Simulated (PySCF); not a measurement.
Computed with M06-2X/def2-TZVP // B3LYP-D3(BJ)/def2-TZVP (PySCF). Isolated molecules, 0 K electronic values unless said otherwise. Delta-SCF ions had no search for a lower state. 

Reference species (SMILES): `N#CC1C=C1` (neutral, multiplicity 1).

- HOMO = -9.79 eV
- vertical ionisation energy (Delta-SCF) = 11.09 eV

Changed species: `C#CNC#C`.

Problem. What does the change do to the HOMO and vertical ionisation energy (Delta-SCF)?

Solution. the HOMO rises by 2.17 eV, to -7.62 eV; the vertical ionisation energy (Delta-SCF) decreases by 2.29 eV, to 8.80 eV.
